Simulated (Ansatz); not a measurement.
Saddle point of SiH₄BrCl, singlet (SiH₂BrCl ([Cl][SiH2][Br]) + H₂ → SiH₃Cl ([SiH3][Cl]) + HBr; bonds formed: Si1–H7, Br2–H6; bonds broken: Si1–Br2, H6–H7), PBE0-D4/def2-TZVP structure:

```json
{"atom": "Si1", "x (Å)": "-0.3229", "y (Å)": "0.2421", "z (Å)": "-0.2725"}
{"atom": "Br2", "x (Å)": "0.4237", "y (Å)": "-2.2446", "z (Å)": "-0.0878"}
{"atom": "H3", "x (Å)": "0.2158", "y (Å)": "0.2155", "z (Å)": "-1.6344"}
{"atom": "H4", "x (Å)": "-1.6390", "y (Å)": "-0.2061", "z (Å)": "0.1891"}
{"atom": "Cl5", "x (Å)": "-0.4036", "y (Å)": "2.2945", "z (Å)": "0.1201"}
{"atom": "H6", "x (Å)": "0.8687", "y (Å)": "-0.5865", "z (Å)": "0.7478"}
{"atom": "H7", "x (Å)": "0.8573", "y (Å)": "0.2852", "z (Å)": "0.9377"}
```

Energies are electronic, without zero-point energy. Barriers and step energies count from the start structure reached by relaxing down the imaginary mode; all methods use the PBE0-D4 structures, on which another method's saddle can fall below an end. Ansatz 0.2.0; basis: def2-TZVPP, with def2-QZVPP for the basis limit; cores frozen in the correlated methods. Filled d shells of the heavier atoms are correlated. The def2 sets are not built for correlating such inner shells, so the correlated values are less sure here. B3LYP uses VWN-RPA correlation. Extrapolation: Hartree–Fock as exp(−7.88 √X), correlation as X^−2.97.

```
      method  barrier (eV)  step energy (eV)
       SPW92         1.478             0.645
      PBE-D4         1.813             0.727
     BLYP-D4             ?             0.702
   r2SCAN-D4             ?             0.752
      B97M-V         2.118             0.670
     PBE0-D4         1.950             0.714
    B3LYP-D4         2.091             0.688
  r2SCAN0-D4         2.039             0.736
    BHLYP-D4         2.253             0.676
CAM-B3LYP-D4             ?             0.636
     wB97X-V         2.182             0.677
     wB97M-V         2.144             0.703
      B2PLYP         2.171             0.685
    PBE-QIDH         2.109             0.724
  RPA on PBE         2.254             0.597
          HF         2.668             0.593
         MP2         2.230             0.761
        CCSD         2.298             0.618
     CCSD(T)         2.228             0.649
```

(1) Fill in the withheld barriers. (To be estimated.)

T1 diagnostic: at most 0.010.

## Answers

(1) Computed: r2SCAN-D4 1.958; CAM-B3LYP-D4 2.146; BLYP-D4 2.001 eV. Each is the energy of the saddle less that of the start structure, by the same method.

For comparison, the barrier by CCSD(T) at an estimated basis limit (MP2 extrapolated from triple and quadruple zeta, plus CCSD(T) − MP2 in triple zeta) is 2.189 eV.

Labels in which every atom is bracketed show which atoms are joined, not bond orders.

For scale, one of the runs: CCSD(T)/def2-TZVPP, 188 basis functions, launched by `ansatz run in.yaml --threads 4 --pin off --events-out ev --progress --plain --max-ram 9574MiB`. Time: 38 s of wall clock on 4 CPU threads of an Arm Neoverse V1; the host was shared. Peak host memory: 1.9 GiB.
